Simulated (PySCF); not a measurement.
C2HF3O2, SMILES FC(C(=O)O)(F)F.

Geometry optimised at B3LYP-D3(BJ)/def2-SVP. The values are those of a single conformer.

Computed with B3LYP-D3(BJ)/def2-SVP in PySCF.

Harmonic, unscaled wavenumbers; measured fundamentals usually lie a few per cent lower.

```json
[
 {"mode": "1", "ν (cm⁻¹)": "31", "IR (km/mol)": "1.6", "moving atoms (share of kinetic energy)": "O 67 %, F 32 %"},
 {"mode": "2", "ν (cm⁻¹)": "239", "IR (km/mol)": "1.4", "moving atoms (share of kinetic energy)": "F 53 %, O 40 %"},
 {"mode": "3", "ν (cm⁻¹)": "242", "IR (km/mol)": "0.1", "moving atoms (share of kinetic energy)": "F 71 %, O 16 %"},
 {"mode": "4", "ν (cm⁻¹)": "394", "IR (km/mol)": "1.9", "moving atoms (share of kinetic energy)": "O 53 %, F 40 %"},
 {"mode": "5", "ν (cm⁻¹)": "430", "IR (km/mol)": "0.1", "moving atoms (share of kinetic energy)": "F 58 %, O 32 %, C 9 %"},
 {"mode": "6", "ν (cm⁻¹)": "511", "IR (km/mol)": "1.4", "moving atoms (share of kinetic energy)": "F 75 %, C 13 %, H 11 %"},
 {"mode": "7", "ν (cm⁻¹)": "595", "IR (km/mol)": "8.0", "moving atoms (share of kinetic energy)": "F 73 %, O 14 %, C 12 %"},
 {"mode": "8", "ν (cm⁻¹)": "615", "IR (km/mol)": "97.4", "moving atoms (share of kinetic energy)": "H 73 %, F 17 %"},
 {"mode": "9", "ν (cm⁻¹)": "677", "IR (km/mol)": "78.0", "moving atoms (share of kinetic energy)": "O 37 %, F 26 %, C 22 %, H 15 %"},
 {"mode": "10", "ν (cm⁻¹)": "795", "IR (km/mol)": "44.0", "moving atoms (share of kinetic energy)": "C 70 %, F 13 %, O 12 %"},
 {"mode": "11", "ν (cm⁻¹)": "809", "IR (km/mol)": "4.7", "moving atoms (share of kinetic energy)": "F 67 %, O 16 %, C 11 %"},
 {"mode": "12", "ν (cm⁻¹)": "1171", "IR (km/mol)": "313.6", "moving atoms (share of kinetic energy)": "O 46 %, C 29 %, H 19 %"},
 {"mode": "13", "ν (cm⁻¹)": "1221", "IR (km/mol)": "297.7", "moving atoms (share of kinetic energy)": "C 77 %, F 23 %"},
 {"mode": "14", "ν (cm⁻¹)": "1231", "IR (km/mol)": "213.8", "moving atoms (share of kinetic energy)": "C 52 %, H 29 %, F 14 %"},
 {"mode": "15", "ν (cm⁻¹)": "1288", "IR (km/mol)": "162.6", "moving atoms (share of kinetic energy)": "C 68 %, F 18 %, H 11 %"},
 {"mode": "16", "ν (cm⁻¹)": "1443", "IR (km/mol)": "38.6", "moving atoms (share of kinetic energy)": "C 76 %, H 12 %, O 9 %"},
 {"mode": "17", "ν (cm⁻¹)": "1909", "IR (km/mol)": "274.9", "moving atoms (share of kinetic energy)": "C 64 %, O 35 %"},
 {"mode": "18", "ν (cm⁻¹)": "3744", "IR (km/mol)": "97.3", "moving atoms (share of kinetic energy)": "H 94 %"}
]
```
